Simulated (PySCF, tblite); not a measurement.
Isomers of C8H10N2S, one GFN2-xTB conformer each. Single-point energies are computed at PBE0/pcSseg-1 (PySCF, gas phase, no added dispersion term), electronic only.

```tsv
SMILES	GFN2-xTB relative energy (kcal/mol)
C#Cc1nnc(C(C)(C)C)s1	40.5
CN(C)C(=S)c1ccccn1	0.0
```

Conformers: `[CH3:1][N:2]([CH3:3])[C:4](=[S:5])[c:6]1[cH:7][cH:8][cH:9][cH:10][n:11]1` with C1–N2–C4–S5 5°, N2–C4–C6–C7 -146°.

What does PBE0/pcSseg-1 give for the same structures?

```json
{"SMILES": "CN(C)C(=S)c1ccccn1", "PBE0/pcSseg-1 E (Eh)": "-817.85258", "PBE0/pcSseg-1 (kcal/mol)": "0.0", "GFN2-xTB (kcal/mol)": "0.0", "point group": "C1"}
{"SMILES": "C#Cc1nnc(C(C)(C)C)s1", "PBE0/pcSseg-1 E (Eh)": "-817.76696", "PBE0/pcSseg-1 (kcal/mol)": "53.7", "GFN2-xTB (kcal/mol)": "40.5", "point group": "Cs"}
```

Both levels put the same isomer lowest. As drawn, the lower has a C=S bond, which the higher lacks; the higher has a C≡C bond, an N–N linkage and a quaternary carbon, which the lower lacks.

Which frontier levels, dipoles and rotational constants go with these structures?

```
              SMILES  HOMO (eV, PBE0/pcSseg-1)  LUMO (eV)  dipole (D)       A, B, C (MHz)
  CN(C)C(=S)c1ccccn1                     -5.82      -1.67        3.87  1758, 725.3, 545.8
C#Cc1nnc(C(C)(C)C)s1                     -7.52      -1.81        3.22  2478, 587.2, 529.5
```

What happens when harmonic zero-point energies from GFN2-xTB frequencies are added?

```csv
SMILES,ZPE (kcal/mol),electronic (kcal/mol),with ZPE (kcal/mol)
CN(C)C(=S)c1ccccn1,102.7,0.0,0.0
C#Cc1nnc(C(C)(C)C)s1,101.4,53.7,52.4
```

The zero-point energies span 1.3 kcal/mol. The order is unchanged.
